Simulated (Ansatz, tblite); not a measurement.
Removing and adding an electron: the cluster Cd6O6. Charge 0, multiplicity 1. Geometry: PBE0-D4/def2-SVP. Ansatz, gas phase; energy differences of separate SCF runs; the oxidised species was run as a doublet alone; the reduced species was run as a doublet alone.

| atom | x (Å) | y (Å) | z (Å) |
| --- | --- | --- | --- |
| Cd1 | 0.3784 | 1.3685 | 0.9438 |
| Cd2 | -0.3696 | -0.6985 | -2.1973 |
| Cd3 | 0.9874 | -2.1628 | 0.2219 |
| Cd4 | 0.5882 | 0.1231 | 3.4077 |
| Cd5 | -0.2355 | 1.9078 | -2.9375 |
| Cd6 | -1.9921 | -1.6045 | 1.3951 |
| O7 | -0.4792 | 2.5593 | -0.6827 |
| O8 | -1.6667 | 1.7670 | -0.8081 |
| O9 | 1.8368 | -1.1449 | 1.7994 |
| O10 | 2.0117 | -0.0477 | 0.8576 |
| O11 | 0.2356 | -2.5282 | -1.5754 |
| O12 | -1.2951 | 0.4609 | -0.4245 |

In the def2 sets Cd takes a core potential; there is no spin–orbit coupling. The xTB rows come from tblite. The structure holds 3 bonds between oxygen atoms, so isomers without such links may lie far lower. HOMO above LUMO, or a gap near zero within one spin, warns that the state may not be the lowest or that an electron is smeared out. The structure comes from a short search, and lower isomers may exist.

```tsv
level	−HOMO (eV)	vertical IE (eV)	−LUMO (eV)	vertical EA (eV)	HOMO–LUMO gap (eV)	IE − EA (eV)	remarks
GFN1-xTB	9.31	11.43	7.94	6.25	1.37	5.19	–
GFN2-xTB	9.95	12.39	8.11	5.67	1.84	6.72	–
PBE-D4/def2-SVP	4.83	6.83	3.63	1.85	1.20	4.98	gap within one spin near zero (+1 doublet), restricted SCF unstable in HF (singlet)
PBE0-D4/def2-SVP	5.77	7.16	2.90	1.66	2.87	5.50	restricted SCF unstable in HF (singlet)
```

Relaxing the reduced species (PBE0-D4/def2-SVP) changes its energy by -0.34 eV at PBE0-D4/def2-SVP, so the adiabatic electron affinity to this nearest minimum is 2.00 eV. At PBE-D4/def2-SVP it is 2.11 eV.  Run but left out: HF/def2-SVP (singlet: restricted singlet, unstable towards broken spin symmetry).   Raw xTB energy differences between charge states are shifted by several eV; the methods need an empirical correction for them. Sets without diffuse functions give affinities that are too small.
